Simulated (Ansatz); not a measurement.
Breaking a bond: SMILES BB. The B1–B4 bond (B1 also carries H, H; B4 carries H, H) is varied alone, starting from the PBE0/def2-TZVP optimised geometry.

Computed with: RKS-PBE = restricted PBE/cc-pVTZ run with Ansatz (a first-principles code); UKS-PBE = unrestricted PBE/cc-pVTZ (Ansatz); UCCSD(T) = CCSD(T) on UHF/cc-pVTZ, frozen core in Ansatz.

Energies relative to the lowest point of each curve near equilibrium, in kJ/mol; the last columns give the difference from UCCSD(T):

| R / Å | RKS-PBE | UKS-PBE | UCCSD(T) | RKS-PBE − UCCSD(T) | UKS-PBE − UCCSD(T) |
|---|---|---|---|---|---|
| 1.21 | 324.8 | 324.8 | 368.5 | -43.7 | -43.7 |
| 1.30 | 166.4 | 166.4 | 197.2 | -30.8 | -30.8 |
| 1.37 | 89.2 | 89.2 | 111.5 | -22.2 | -22.2 |
| 1.48 | 23.0 | 23.0 | 34.0 | -11.1 | -11.1 |
| 1.55 | 5.0 | 5.0 | 10.3 | -5.3 | -5.3 |
| 1.59 | 0.8 | 0.8 | 3.3 | -2.5 | -2.5 |
| 1.63 | 0.0 | 0.0 | 0.0 | 0.0 | 0.0 |
| 1.70 | 5.3 | 5.3 | 1.6 | 3.7 | 3.7 |
| 1.73 | 9.6 | 9.6 | 4.6 | 5.0 | 5.0 |
| 1.80 | 23.3 | 23.3 | 15.8 | 7.5 | 7.5 |
| 1.86 | 38.1 | 38.1 | 29.1 | 9.1 | 9.1 |
| 2.01 | 82.5 | 82.5 | 71.4 | 11.2 | 11.2 |
| 2.21 | 147.9 | 147.9 | 136.7 | 11.2 | 11.2 |
| 2.43 | 218.5 | 218.5 | 208.5 | 10.0 | 10.0 |
| 2.69 | 293.6 | 293.6 | 286.2 | 7.4 | 7.4 |
| 2.87 | 339.1 | 339.1 | 333.1 | 6.0 | 6.0 |
| 3.27 | 421.1 | 419.0 | — | — | — |
| 3.55 | 464.4 | 447.5 | — | — | — |
| 3.99 | 513.6 | 467.1 | — | — | — |
| 4.46 | 547.4 | 474.3 | — | — | — |
| 4.83 | 564.7 | 476.5 | — | — | — |
| 5.73 | 586.8 | 477.8 | — | — | — |

RKS-PBE is furthest from UCCSD(T) at 1.21 (-43.7 kJ/mol, below); its mean absolute difference over the points is 11.7 kJ/mol.

UKS-PBE is furthest from UCCSD(T) at 1.21 (-43.7 kJ/mol, below); its mean absolute difference over the points is 11.7 kJ/mol.

A dash means that the run gave no value there, or that the column was ended at a point which the program doubted or which failed a test of continuity chosen for this set; such a test can also cut sound points.

The restricted form behind RKS-PBE keeps the bonding electrons paired and can't separate into open-shell fragments. The unrestricted determinant behind UKS-PBE is spin-contaminated at 3.27 to 5.73 Å (<S²> up to 1.0, against 0.00 for a pure singlet). The unrestricted determinant behind UCCSD(T) is spin-contaminated at 2.69 to 5.73 Å (<S²> up to 1.0, against 0.00 for a pure singlet).
